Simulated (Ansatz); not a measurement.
Level of theory: PBE0-D3(BJ)/def2-TZVP (Ansatz, a program for electronic structure). No frequencies were computed at this level.

Ansatz 0.2 input:
```yaml
crystal:
  periodic: [false, false, false]
  atoms:
    - { symbol: C, position_ang: [-1.36268, -0.051638, -0.277493] }
    - { symbol: B, position_ang: [0.021566, 0.000935, -0.187717] }
    - { symbol: N, position_ang: [1.38213, 0.051494, -0.116481] }
    - { symbol: H, position_ang: [-1.913861, -0.948598, -0.509357] }
    - { symbol: H, position_ang: [-2.007694, 0.800245, -0.135247] }
    - { symbol: H, position_ang: [1.907045, -0.10234, 0.729603] }
    - { symbol: H, position_ang: [1.973489, 0.2499, -0.907403] }
basis:
  gaussian: { orbitals: def2-tzvp }
hamiltonian:
  xc: pbe0
  dispersion: d3bj
relax:
  max_steps: 150
```

Output:

```
Functional definition: PBE0
680 factors; their error is unknown
mean field evaluation 1: about -3254.9876 eV, gradient 7.0e1 eV
mean field evaluation 2: about -3249.7718 eV, gradient 7.9e1 eV
mean field evaluation 4: about -3265.2319 eV, gradient 4.6e0 eV
mean field evaluation 8: about -3265.2872 eV, gradient 1.5e-2 eV
mean field evaluation 16: about -3265.2882 eV, gradient 2.7e-5 eV
mean field -3265.28824492 eV, -119.9971297091 hartree, gradient 2.7e-5 eV, S^2 0.000000; 0 other end points of the search recorded, 0 dependent functions left out
reference -3265.28827248 eV, -119.9971307217 hartree; 11, 11 occupied and 106, 106 virtual orbitals, 680 factors
relax step   1: F+E_penalty+E_count = -3265.36660468 eV  Δ(F+E_penalty+E_count) = +0.000e0 eV  max|allowed force component| = 3.074e-1 eV/Å  Δτ_max = 0.0000 Å  (26 SCF iters, accepted)
these checks for a lower state are left out or cut short: starts, cluster_reference, orbital_swaps, neighbouring_geometries, increment
680 factors; their error is unknown
mean field -3265.25068694 eV, -119.9957494786 hartree, gradient 1.9e-5 eV, S^2 0.000000; 0 other end points of the search recorded, 0 dependent functions left out
reference -3265.25071418 eV, -119.9957504796 hartree; 11, 11 occupied and 106, 106 virtual orbitals, 680 factors
relax step   2: F+E_penalty+E_count = -3265.32910849 eV  Δ(F+E_penalty+E_count) = +3.750e-2 eV  max|allowed force component| = 6.311e-1 eV/Å  Δτ_max = 0.0962 Å  (29 SCF iters, rejected (line search))
these checks for a lower state are left out or cut short: starts, cluster_reference, orbital_swaps, neighbouring_geometries, increment
680 factors; their error is unknown
mean field -3265.29420702 eV, -119.9973488122 hartree, gradient 1.5e-5 eV, S^2 0.000000; 0 other end points of the search recorded, 0 dependent functions left out
reference -3265.29423453 eV, -119.9973498230 hartree; 11, 11 occupied and 106, 106 virtual orbitals, 680 factors
relax step   3: F+E_penalty+E_count = -3265.37289086 eV  Δ(F+E_penalty+E_count) = -6.286e-3 eV  max|allowed force component| = 2.139e-1 eV/Å  Δτ_max = 0.0481 Å  (31 SCF iters, accepted)
these checks for a lower state are left out or cut short: starts, cluster_reference, orbital_swaps, neighbouring_geometries, increment
680 factors; their error is unknown
mean field evaluation 32: about -3265.2888 eV, gradient 1.2e-2 eV
mean field -3265.29014039 eV, -119.9971993662 hartree, gradient 1.5e-5 eV, S^2 0.000000; 0 other end points of the search recorded, 0 dependent functions left out
reference -3265.29016785 eV, -119.9972003752 hartree; 11, 11 occupied and 106, 106 virtual orbitals, 680 factors
relax step   4: F+E_penalty+E_count = -3265.36863671 eV  Δ(F+E_penalty+E_count) = +4.254e-3 eV  max|allowed force component| = 2.431e-1 eV/Å  Δτ_max = 0.0362 Å  (31 SCF iters, rejected (line search))
these checks for a lower state are left out or cut short: starts, cluster_reference, orbital_swaps, neighbouring_geometries, increment
680 factors; their error is unknown
mean field -3265.29756959 eV, -119.9974723843 hartree, gradient 1.4e-5 eV, S^2 0.000000; 0 other end points of the search recorded, 0 dependent functions left out
reference -3265.29759713 eV, -119.9974733962 hartree; 11, 11 occupied and 106, 106 virtual orbitals, 680 factors
relax step   5: F+E_penalty+E_count = -3265.37609095 eV  Δ(F+E_penalty+E_count) = -3.200e-3 eV  max|allowed force component| = 7.187e-2 eV/Å  Δτ_max = 0.0178 Å  (31 SCF iters, accepted)
these checks for a lower state are left out or cut short: starts, cluster_reference, orbital_swaps, neighbouring_geometries, increment
680 factors; their error is unknown
mean field -3265.29760597 eV, -119.9974737213 hartree, gradient 1.5e-5 eV, S^2 0.000000; 0 other end points of the search recorded, 0 dependent functions left out
reference -3265.29763351 eV, -119.9974747332 hartree; 11, 11 occupied and 106, 106 virtual orbitals, 680 factors
relax step   6: F+E_penalty+E_count = -3265.37612572 eV  Δ(F+E_penalty+E_count) = -3.478e-5 eV  max|allowed force component| = 8.156e-3 eV/Å  Δτ_max = 0.0010 Å  (33 SCF iters, accepted)
680 factors; their error is unknown
mean field evaluation 64: about -3265.2962 eV, gradient 2.1e-1 eV
mean field -3265.29760597 eV, -119.9974737213 hartree, gradient 1.5e-5 eV, S^2 0.000000; 1 other end points of the search recorded, 0 dependent functions left out
reference -3265.29763351 eV, -119.9974747332 hartree; 11, 11 occupied and 106, 106 virtual orbitals, 680 factors
Total energy: -3265.37615326 eV, -120.0003602807 hartree
Atom 0 at    -1.365417    -0.052164    -0.281001 Å, force    -0.002314    -0.000741    -0.000929 eV/Å
Atom 1 at     0.017638     0.000623    -0.199282 Å, force     0.008156     0.000300     0.000038 eV/Å
Atom 2 at     1.378637     0.052469    -0.119246 Å, force    -0.000503     0.000884     0.000136 eV/Å
Atom 3 at    -1.895557    -0.970218    -0.506572 Å, force    -0.000792    -0.001282    -0.000061 eV/Å
Atom 4 at    -1.986823     0.821836    -0.123911 Å, force    -0.000984     0.001647     0.000859 eV/Å
Atom 5 at     1.884176    -0.104519     0.736967 Å, force    -0.001648     0.000670    -0.004262 eV/Å
Atom 6 at     1.967340     0.251972    -0.911050 Å, force    -0.001913    -0.001478     0.004219 eV/Å
Dipole moment:     0.613780     0.023658     0.036100 e Å
```

Cost: about 17 core-seconds (a rough figure).
